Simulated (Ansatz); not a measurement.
Abridged output of a molecular run in Ansatz:

```
Functional definition: HF
1644 factors; integrals over basis functions are off by at most 1.1e-3 eV
mean field evaluation 1: about -36054.6210 eV, gradient 4.0e1 eV
mean field evaluation 2: about -36054.8141 eV, gradient 4.0e1 eV
mean field evaluation 4: about -36058.9017 eV, gradient 4.9e0 eV
mean field evaluation 8: about -36058.9757 eV, gradient 3.2e-1 eV
mean field -36058.97602118 eV, -1325.1429271264 hartree, gradient 2.9e-6 eV, S^2 0.000000; 0 other end points of the search recorded, 0 dependent functions left out
18 core orbitals not correlated: weight in the atoms' cores, before any rotation towards them, 1.000 or more for the frozen orbitals, at most 0.000 for the correlated occupied ones
reference -36058.97602118 eV, -1325.1429271264 hartree; 27, 27 occupied and 113, 113 virtual orbitals, 1644 factors
second order -26.86140124 eV of doubles, -0.00000000 eV of singles
cycle   1  -28.05230720 eV  change    -1.2e0 eV  update   1.2e-1
cycle   2  -28.68812356 eV  change   -6.4e-1 eV  update   3.5e-2
cycle   3  -28.85525040 eV  change   -1.7e-1 eV  update   1.9e-2
cycle   4  -28.85810860 eV  change   -2.9e-3 eV  update   4.3e-3
cycle   5  -28.85604460 eV  change    2.1e-3 eV  update   2.0e-3
cycle   6  -28.85617241 eV  change   -1.3e-4 eV  update   7.0e-4
cycle   7  -28.85596102 eV  change    2.1e-4 eV  update   3.0e-4
cycle   8  -28.85592265 eV  change    3.8e-5 eV  update   9.5e-5
cycle   9  -28.85594603 eV  change   -2.3e-5 eV  update   3.4e-5
perturbative correction -0.77530119 eV, -0.0284917931 hartree
Total energy: -36088.60726839 eV, -1326.2318553767 hartree
```

Its atoms:

Cartesian coordinates in Å:
```
C -1.123 1.417 -1.613
C -1.332 1.199 -0.133
O -0.907 -0.079 0.308
Sn 0.952 -0.637 0.318
C 1.233 -2.183 1.726
Cl 1.567 -1.334 -1.811
Cl 2.214 1.262 0.763
H -1.540 2.381 -1.916
H -0.059 1.421 -1.869
H -1.609 0.630 -2.193
H -2.399 1.255 0.110
H -0.828 1.988 0.439
H 0.497 -2.962 1.531
H 2.240 -2.582 1.615
H 1.094 -1.776 2.726
```

Task: Which basis set was used?
A. def2-TZVPP
B. cc-pV(T+d)Z
C. cc-pV(Q+d)Z
D. def2-SVP

Result: D. It gives 158 functions.

Task: Write the keys of the input that set method, charge and spin (a neutral closed shell needs none for the last two).

Result: 
```yaml
correlation: {method: ccsd_t}
```
